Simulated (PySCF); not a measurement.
How methods differ on the ionisation energy of Ti

Ti [Ar] 3d2 4s2 (3F) → Ti⁺ [Ar] 3d2 4s1 (4F), as a difference of total energies. Computed with PySCF 2.14 in x2c-QZVPPall, with scalar relativity by spin-free X2C-1e. Correlated levels: valence: [Ar] frozen; valence and next inner shell: [Ne] frozen. The calculations carry no spin-orbit coupling.

```csv
method,ionisation energy (eV),error (eV)
UHF,5.556,-1.272
LDA,6.919,+0.091
PBE,6.682,-0.146
PBE0,6.564,-0.264
r2SCAN,6.402,-0.426
B2PLYP,6.681,-0.147
CAM-B3LYP,6.801,-0.027
r2SCAN0,6.418,-0.410
LC-wPBE,6.397,-0.431
MP2 (valence),6.377,-0.451
SCS-MP2 (valence),6.553,-0.275
MP2 (valence and next inner shell),6.587,-0.241
SCS-MP2 (valence and next inner shell),6.682,-0.146
```

Reference: 6.828 eV (measured; NIST levels, between the centres of gravity of the two terms).

Errors of the correlated levels include the incompleteness of this basis and the frozen core.
